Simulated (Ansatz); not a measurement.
Reactions of CBCl2N (`N#CB(Cl)Cl`).

Isolated molecules relaxed with PBE0-D4/def2-TZVP in Ansatz; ΔE leaves out vibrations. CCSD(T)/CBS is the MP2 limit (def2-TZVPP, def2-QZVPP) plus CCSD(T) − MP2 in def2-TZVPP, frozen cores. Small cases extrapolate CCSD(T) itself. Each species was taken in one conformer, which may not be the lowest.

(1) Order these by ΔE at CCSD(T)/CBS, lowest first. (An estimate is asked.)
A. `N#CB(Cl)Cl` + `OCC(F)(F)F` → `FC(F)(F)COB(Cl)Cl` + `C#N`
B. `N#CB(Cl)Cl` + `C[SiH](N)N` → `C[SiH](N)NC#N` + `ClBCl`
C. `N#CB(Cl)Cl` + HCl → boron trichloride + `C#N`
D. `N#CB(Cl)Cl` + `BCl` → `N#CBCl` + `ClBCl`

Largest T1 diagnostic: 0.014, for `N#CBCl`.

Extrapolated directly: `N#CB(Cl)Cl` + HCl → boron trichloride + `C#N`.

Answers

(1) A (-92.6 kJ/mol), C (-44.1 kJ/mol), D (-12.5 kJ/mol), B (+60.2 kJ/mol).
